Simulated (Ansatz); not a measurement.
Computed with Ansatz on PBE0-D4/def2-TZVP structures; ΔE is electronic, products minus reactants. CCSD(T)/CBS adds triple-zeta CCSD(T) − MP2 to the extrapolated MP2 energy (def2 sets, frozen cores). DFT in def2-TZVPP. B3LYP here is the variant with VWN-RPA as its local correlation; programs differ in this. For Ge, Se outer-core shells are correlated without core-valence functions, which leaves a few kJ/mol of doubt a bond. Scalar relativity is left out up to krypton. One conformer a species, not always the lowest.

`[CH3][GeH]([F])[SeH]` + `O=CO[SiH3]` → `O=C([SeH])O[SiH3]` + `[CH3][GeH2][F]`  (formal exchange of groups at the Se–Ge bond)

```csv
level,ΔE (kcal/mol)
B3LYP-D4,20.8
HF/def2-TZVPP,24.4
```

Q: What does CCSD(T)/CBS give? (Best estimate.)

A: Ansatz gave: +22.3 kcal/mol. The listed levels differ from it by -1.5, 2.1 kcal/mol.

Largest T1 diagnostic among the species: 0.016.

From PBE to PBE0 (25 % exact exchange), in def2-TZVPP and without D4, ΔE moves by +1.5 kcal/mol. In def2-TZVPP, CCSD(T) changes the Hartree–Fock value by −2.8 kcal/mol (the triples alone add −0.7 kcal/mol) and MP2 by −2.5 kcal/mol.
